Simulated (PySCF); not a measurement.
Molecule: TeCl$_{4}$, net charge 0, singlet state. SMILES: Cl[Te](Cl)(Cl)Cl
Geometry: optimised at B3LYP-D3(BJ)/def2-TZVP (Ansatz).

Dispersion corrections to the total energy (kcal/mol) from the dftd3 and dftd4 libraries through PySCF: D3(BJ) without and D4 with the three-body term, each with the damping fitted for the functional named.

```json
[
 {"functional": "CAM-B3LYP", "D3(BJ)": "-6.14", "D4": "-5.98"},
 {"functional": "PW6B95", "D3(BJ)": "-4.63", "D4": "___"},
 {"functional": "PBE", "D3(BJ)": "-5.84", "D4": "-6.56"},
 {"functional": "B2GP-PLYP", "D3(BJ)": "-8.38", "D4": "___"},
 {"functional": "r2SCAN", "D3(BJ)": "-1.65", "D4": "-1.43"},
 {"functional": "HSE06", "D3(BJ)": "-5.19", "D4": "-5.41"},
 {"functional": "B2PLYP", "D3(BJ)": "___", "D4": "-4.57"}
]
```

**Question.** Complete the blanks.

**Answer.** 
- PW6B95, D4: -4.94
- B2GP-PLYP, D4: -2.88
- B2PLYP, D3(BJ): -6.55
